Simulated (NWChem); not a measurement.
Molecule: NbF$_{5}$; SMILES [F][Nb]([F])([F])([F])[F]

```xyz
6

Nb     0.0000     0.0000     0.0000
F      0.4692     1.7707     0.0000
F      1.2989    -1.2917     0.0000
F     -1.7681    -0.4790     0.0000
F      0.0000     0.0000    -1.8633
F      0.0000     0.0000     1.8633
```
Atoms are numbered in this order, from 1.

Structure relaxed at the PBE0/def2-SVP level. Not confirmed as a minimum by frequencies. B3LYP is NWChem's, with the RPA form of VWN correlation. def2 effective core potentials on Nb; no spin-orbit coupling.

### Question
List the 4 lowest vertical singlet excitations from B3LYP/def2-SVPD with def2 effective core potentials on Nb, TDA (NWChem).

### Answer
```
state  energy (eV)  oscillator strength  leading excitation (squared amplitude)
-----  -----------  -------------------  --------------------------------------
S1            6.73                0.000                      HOMO → LUMO (0.33)
S2            6.86                0.001                  HOMO−2 → LUMO+1 (0.34)
S3            6.86                0.001                    HOMO−2 → LUMO (0.34)
S4            6.92                0.008                    HOMO−2 → LUMO (0.63)
```
